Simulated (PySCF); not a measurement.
## Molecular orbitals of CBr⁺

r²SCANh at R = 1.702 Å; PySCF, scalar-relativistic core potentials, basis sets C cc-pVDZ, Br cc-pVDZ-PP with ECP10. State: ¹Σ⁺ (singlet), closed shell. Only the outer orbitals are listed, counted within each symmetry, core potentials removing the inner ones.

```json
{"orbital": "5σ", "occ.": "2", "ε (eV)": "-33.31", "on C (%)": "23", "main shells (%)": "73 Br s, 16 C s"}
{"orbital": "6σ", "occ.": "2", "ε (eV)": "-24.46", "on C (%)": "46", "main shells (%)": "44 C s, 30 Br p, 24 Br s"}
{"orbital": "3π", "occ.": "2", "ε (eV)": "-18.41", "on C (%)": "21", "main shells (%)": "78 Br p, 20 C p"}
{"orbital": "3π", "occ.": "2", "ε (eV)": "-18.41", "on C (%)": "21", "main shells (%)": "78 Br p, 20 C p"}
{"orbital": "7σ", "occ.": "2", "ε (eV)": "-17.16", "on C (%)": "75", "main shells (%)": "38 C p, 37 C s, 25 Br p"}
{"orbital": "4π", "occ.": "0", "ε (eV)": "-11.89", "on C (%)": "75", "main shells (%)": "76 C p, 21 Br p"}
{"orbital": "4π", "occ.": "0", "ε (eV)": "-11.89", "on C (%)": "75", "main shells (%)": "76 C p, 21 Br p"}
{"orbital": "8σ", "occ.": "0", "ε (eV)": "-6.59", "on C (%)": "34", "main shells (%)": "50 Br p, 37 C p, 14 Br d"}
```

Which are the highest filled and the lowest empty level, where do they sit, and how wide is the gap?

Highest filled 7σ at -17.16 eV (in %: 38 C p, 37 C s, 25 Br p); lowest empty 4π at -11.89 eV (in %: 76 C p, 21 Br p); the gap at r²SCANh is 5.27 eV.

| Item | Value |
| --- | --- |
| bond order (Mayer) | 2.21 |
| ⟨S²⟩ | 0.000 |
| charge on C (Mulliken, basis-dependent) | 0.28 |
| charge on C (Löwdin, basis-dependent) | 0.12 |
| dipole moment (positive dipole points towards Br; it is taken about the centre of mass and depends on that origin) | -0.42 D |
